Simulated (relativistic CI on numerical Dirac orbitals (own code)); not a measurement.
**Sensitivity of the levels of Os7+ to α and to the nuclear radius**

Method of calculation: Dirac-Coulomb-Breit CI, orbitals from a KLI potential per configuration, derivatives by finite differences, unscaled Slater integrals, QED left out (own radial code, finite nucleus).

CI space (outside the closed core [Kr] 4d10 4f14): 5s²5p⁶5d, 5s²5p⁶6s, 5s²5p⁶5f, 5s²5p⁶6p, 5s²5p⁵5d², 5s²5p⁶6d, 5s5p⁶5d². Double excitations out of closed p, d and f shells are left out; levels of such configurations are missing from the list, as are those of other unlisted configurations, and high levels can miss mixing partners.

With x = (α/α₀)² − 1 an excitation energy changes as ω = ω₀ + qx; K = 2q/ω₀ is the relative enhancement. Terms are leading LS components, so labels can repeat. The field-shift factor is F = δν/δ⟨r²⟩ for the transition from the lowest level.

Lowest level 5s²5p⁶5d ²D3/2.

| Level | ω₀ (cm⁻¹) | q (cm⁻¹) | K | F (GHz/fm²) |
| --- | --- | --- | --- | --- |
| 5s²5p⁶5d ²D5/2 | 12804 | 12020 | 1.88 | 1.08 |
| 5s²5p⁶6s ²S1/2 | 154768 | -55650 | -0.719 | 109 |
| 5s²5p⁶6p ²P°1/2 | 240293 | -44070 | -0.367 | 19.9 |
| 5s²5p⁶6p ²P°3/2 | 266665 | -11590 | -0.0869 | 15 |
| 5s²5p⁵5d² ⁴D°1/2 | 352321 | 14090 | 0.08 | 9.48 |
| 5s²5p⁶5f ²F°5/2 | 353262 | 4747 | 0.0269 | 13.2 |
| 5s²5p⁵5d² ⁴D°3/2 | 354631 | 13950 | 0.0786 | 9.66 |
| 5s²5p⁶5f ²F°7/2 | 356243 | 6023 | 0.0338 | 13.3 |
| 5s²5p⁵5d² ⁴D°5/2 | 360922 | 18990 | 0.105 | 10.2 |
| 5s²5p⁵5d² ⁴F°7/2 | 368824 | 20870 | 0.113 | 10.6 |
| 5s²5p⁵5d² ⁴P°5/2 | 371256 | 13770 | 0.0742 | 10.4 |
| 5s²5p⁵5d² ⁴G°9/2 | 374685 | 22120 | 0.118 | 10.9 |
| 5s²5p⁵5d² ⁴D°7/2 | 375151 | 18790 | 0.1 | 10.1 |

At this charge configurations can still be misplaced by up to about 7 % of their energy. Levels and lines within the n = 5 or 6 shells can be off by up to 10 % or somewhat more, and those that change n by about 2 %, since core polarisation is missing. Levels that differ in their count of f electrons can be misplaced by several ten thousand cm⁻¹, since the correlation energy of f electrons is missing or only estimated; rates across such gaps can be off by orders of magnitude.
